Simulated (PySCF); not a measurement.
# HGaO: from structure and modes to constants

All numbers come from PySCF, PBE0, basis Ga def2-TZVP, O def2-TZVP, H def2-TZVP (no relativity, density fitting).

The singlet minimum has C∞v symmetry. Masses (u): Ga 68.92558, O 15.99492, H 1.00782.

```xyz
3
charge 0 multiplicity 1, angstrom
Ga    0.0000    0.0000    0.2872
O     0.0000    0.0000   -1.3518
H     0.0000    0.0000    1.8110
```

Harmonic wavenumbers (cm⁻¹): 506.6 (π, ×2), 966.1 (σ+, ×1), 2110.7 (σ+, ×1).

Q: Find the principal moments of inertia and the rotational constants. What kind of rotor is it?

A: About the centre of mass I = 38.218 u Å². With B = 16.8576/I this gives 0.4411 cm⁻¹. The molecule is linear.

Q: What is the harmonic zero-point energy?

A: Half the sum of all 4 wavenumbers, 4090/2 = 2045 cm⁻¹, which is 24.5 kJ/mol (1 cm⁻¹ = 0.0119627 kJ/mol).

Q: Find the vibrational entropy and heat capacity at 298.15 K.

A: With u = 1.43878 ω/T, each mode gives S = R[u/(eᵘ−1) − ln(1−e⁻ᵘ)] and C = R u² eᵘ/(eᵘ−1)².
| ω (cm⁻¹) | u | S (J/(mol K)) | C (J/(mol K)) |
| --- | --- | --- | --- |
| 506.6 (×2) | 2.445 | 2.69 | 5.17 |
| 966.1 | 4.662 | 0.45 | 1.74 |
| 2110.7 | 10.185 | 0.00 | 0.03 |
The sums over all modes are S = 5.8 and C = 12.1 J/(mol K); the softest mode gives 46 % of the entropy (each member, where degenerate).

Q: Give the standard entropy (298.15 K, 1 bar) by its translational, rotational, vibrational and spin parts, and Cp.

A: Sackur–Tetrode with M = 85.93 u gives 164.4; rotation with symmetry number 1 gives 59.5; vibration 5.8; spin R ln 1 = 0.0. The total is 229.7 J/(mol K), and Cp = 7/2 R + 12.1 = 41.2 J/(mol K).

This need not be the most stable arrangement of these atoms.
